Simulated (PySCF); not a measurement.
Isomers C$_{6}$H$_{6}$F$_{3}$P:

A. SMILES FC(P(C=C)C#CC)(F)F
B. `C(F)(F)(F)P1C=CCC=C1`
C. `CC1=C(C)P1C(F)=C(F)F`
D. SMILES Cp1cccc1C(F)(F)F
E. SMILES C=C/P=C(\C=C)C(F)(F)F

Spectrum 1. 13C{1H} NMR (computed): δ 139.9 (C), 139.9 (CH), 128.8 (CH), 32.7 (CH2).

Spectrum 2. 13C{1H} NMR (computed): δ 140.4 (C), 138.5 (CH), 136.4 (CH2), 119.0 (C), 75.1 (C), 6.2 (CH3).

Spectrum 3. 13C{1H} NMR (computed): δ 171.8 (C), 140.6 (C), 125.5 (C), 14.9 (CH3).

Spectrum 4. 13C{1H} NMR (computed): δ 190.6 (C), 148.5 (CH), 142.7 (CH2), 137.1 (CH), 134.5 (C), 126.1 (CH2).

Spectrum 5. 13C{1H} NMR (computed): δ 156.3 (CH), 154.5 (C), 146.0 (CH), 142.5 (CH), 133.8 (C), 12.7 (CH3).

Level of theory: NMR shieldings at PBE0/pcSseg-1/GIAO, structure optimised with GFN2-xTB, in PySCF 2.14 (no solvent, averaged over atoms made equivalent by symmetry, fast rotation or ring inversion, one computed conformer, relativity neglected).

References, each an isolated molecule treated in the same way: 13C against TMS. Splittings of carbon signals by F and P are missing where no couplings were computed. Shifts are as computed. Against solution values, carbons near 30 ppm lie about +3 ppm off and those near 130 ppm about +5 ppm. Of 1211 compounds with measured shifts, 218 miss one by over three times the rms of a fit or turn the order of signals round; such compounds aren't used in these exercises.

Question: Match each spectrum to its structure.

Answer: 1–B, 2–A, 3–C, 4–E, 5–D.

- Spectrum 1 (B): 4 13C signals; δC 139.9 is a CF3 carbon; δC 139.9 is an alkene CH.
- Spectrum 2 (A): 6 13C signals; δC 140.4 is a CF3 carbon; δC 138.5 is an alkene CH.
- Spectrum 3 (C): 4 13C signals; δC 140.6 is a fully substituted alkene carbon; δC 125.5 is a fully substituted alkene carbon.
- Spectrum 4 (E): 6 13C signals; δC 148.5 is an alkene CH; δC 142.7 is a terminal =CH2 carbon.
- Spectrum 5 (D): 6 13C signals; δC 133.8 is a CF3 carbon; δC 156.3 is a unsaturated ring CH.
